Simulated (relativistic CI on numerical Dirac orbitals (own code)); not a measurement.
Mo+: M2,3 absorption edge

Computed with this model: Dirac-Coulomb-Breit CI, orbitals from a KLI potential per configuration, model QED (radiative potential, 1s self-energy scaled to tabulated hydrogen-like ionisation energies), valence Slater integrals scaled by 0.8, multiplet model of core-to-valence dipole absorption; configurations [Kr] 4d5 → [Ne] 3s2 3p5 3d10 4s2 4p6 4d6; 10 K; Lorentzian 2 eV and Gaussian 0.4 eV FWHM. Energies are those of the free ion, without screening or charge transfer. The branching ratio is the share of the lower-energy edge in the whole absorption, uncertain by about 0.02 where the edges overlap. S is read from ⟨S²⟩ = S(S + 1).

Field parameters in Wybourne normalisation: Oh B⁴₀ = 21Dq, B⁴₄ = √(5/14) B⁴₀. The field is a parameter set, without covalency.

Peaks in eV (height, largest 100): 395.2 (52), 397.8 (100), 415.5 (33).

Which surroundings give this spectrum?
A. Oh, 10Dq = 25100 cm⁻¹
B. free ion
C. Oh, 10Dq = 7750 cm⁻¹
D. Oh, 10Dq = 16450 cm⁻¹

A. Oh, 10Dq = 25100 cm⁻¹, where the ground state has S = 0.51.
